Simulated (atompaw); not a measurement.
Pseudopotential generation for magnesium: PAW (atompaw), PBE, scalar-relativistic.

- Element: Mg
- Generator: atompaw 4.2.0.5
- Type: PAW
- Functional: PBE
- Relativity: scalar-relativistic
- Frozen core: [Ne]
- Valence charge: 2
- Reference configuration: 3s2 3p0
- Partial waves: 3s (bound); 3s channel at 4.75 Ry; 3p (bound, empty); 3p channel at 1.95 Ry
- Local potential: troulliermartins scheme with l = 2 at 0.5 Ry, radius 1.95 bohr
- Core correction: smooth core density matched at 1.56 bohr
- Augmentation charge: sinc compensation charge, radius 2.30 bohr; PAW radius 2.50 bohr; waves and projectors: bloechl

Results:

- Cutoffs needed: 8 Ry and 15 Ry (the cutoffs (Ry, on a coarse ladder) from which the occupation-weighted sum of valence levels, in a spherical-Bessel basis at the reference potential, stays within 10 and 1 mRy of its value at 400 Ry)
- Ghost test: no extra level below or beside the all-electron valence levels (s, p, d, f tested) (spherical-Bessel basis up to 400 Ry, 20 bohr box)
- Lowest eigenvalue of the overlap operator: 0.09 (p channel)
- Overlap eigenvalues printed by atompaw (projector basis): 0.0552, 0.186, 2.22, 9.29
- Share of each valence orbital outside the PAW sphere: 3s 66 %, 3p 87 %

Generation and tests took about 2 s on one core of a shared server CPU.
